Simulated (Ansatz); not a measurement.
Stepwise reaction of `N[Si](N)(N)O` with hydrogen chloride, as a gas-phase model of exchange steps in deposition or etching. ΔE in kJ/mol.

Calculated with Ansatz (gas phase, PBE0-D4/def2-TZVP geometries, no zero-point term in ΔE). CBS: MP2 limit from def2 TZ/QZ plus the TZ coupled-cluster correction, frozen cores. This one scheme is used for every species. Functionals use def2-TZVPP. B3LYP here is the variant with VWN-RPA as its local correlation; programs differ in this. One conformer a species, not always the lowest.

```tsv
step	reaction	PBE-D4	B3LYP-D4	ωB97M-V	CCSD(T)/CBS
2	`N[Si](N)(O)Cl` + HCl → `N[Si](O)(Cl)Cl` + NH₃	-31.2	-26.0	-27.0	-26.6
3	`N[Si](O)(Cl)Cl` + HCl → `O[Si](Cl)(Cl)Cl` + NH₃	-29.0	-23.7	-24.3	-24.0
```

Task: Give the row of step 1, `N[Si](N)(N)O` + HCl → `N[Si](N)(O)Cl` + NH₃. (Estimate.)

Result: The calculation gave: 
```csv
step,reaction,PBE-D4,B3LYP-D4,ωB97M-V,CCSD(T)/CBS
1,`N[Si](N)(N)O` + HCl → `N[Si](N)(O)Cl` + NH₃,-53.8,-49.8,-50.2,-48.1
```

Task: By hand: ΔE of the 3 steps together at CCSD(T)/CBS.

Result: (-48.1) + (-26.6) + (-24.0) = -98.7 kJ/mol, or -32.9 kJ/mol a step.

In ΔE each step is higher than the one before. All are downhill at CCSD(T)/CBS. PBE-D4 differs from CCSD(T)/CBS by -5.7 to -4.6 kJ/mol a step. Only this route is followed, and other bonds may react first. Isolated molecules leave out the surface, adducts and barriers. Largest T1 diagnostic: 0.010.
